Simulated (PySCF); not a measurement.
**Multinuclear NMR of C$_{6}$H$_{15}$P**

Geometry:
| atom | x (Å) | y (Å) | z (Å) |
| --- | --- | --- | --- |
| C1 | -1.604 | -2.265 | 0.331 |
| C2 | -0.269 | -1.547 | 0.474 |
| P3 | -0.129 | -0.081 | -0.673 |
| C4 | 1.554 | 0.513 | -0.124 |
| C5 | 2.680 | -0.317 | -0.725 |
| C6 | -1.159 | 1.119 | 0.320 |
| C7 | -1.215 | 2.498 | -0.323 |
| H8 | -2.427 | -1.622 | 0.635 |
| H9 | -1.766 | -2.559 | -0.704 |
| H10 | -1.625 | -3.160 | 0.951 |
| H11 | -0.113 | -1.223 | 1.508 |
| H12 | 0.537 | -2.236 | 0.209 |
| H13 | 1.652 | 1.547 | -0.464 |
| H14 | 1.609 | 0.505 | 0.969 |
| H15 | 2.601 | -0.333 | -1.810 |
| H16 | 2.643 | -1.344 | -0.366 |
| H17 | 3.649 | 0.102 | -0.456 |
| H18 | -2.170 | 0.706 | 0.367 |
| H19 | -0.769 | 1.184 | 1.340 |
| H20 | -0.230 | 2.960 | -0.341 |
| H21 | -1.887 | 3.151 | 0.231 |
| H22 | -1.575 | 2.422 | -1.347 |

PySCF 2.14.0 with density-fitted response routines calculation with NMR shieldings at PBE0/pcSseg-1/GIAO and geometry: GFN2-xTB; a single conformation, gas phase, rapidly exchanging positions averaged, no relativistic terms.

**Question.** What are the ³¹P shifts?

**Answer.** 
| atoms | environment | σ (ppm) | δ (ppm) |
| --- | --- | --- | --- |
| P3 | phosphorus bonded to 3 C | 356.4 | -25.1 |

Shieldings were converted by a linear fit to measured shifts: ³¹P: δ = 270.09 − 0.828σ (rms 18.1 ppm, 64 shifts vs H3PO4, solution or neat liquid). Occasional misses reach two or three times the rms, and more in compound classes unlike the fitted ones.

On a 300 MHz spectrometer ³¹P resonates near 121.4 MHz, so 1 ppm is 121.4 Hz.
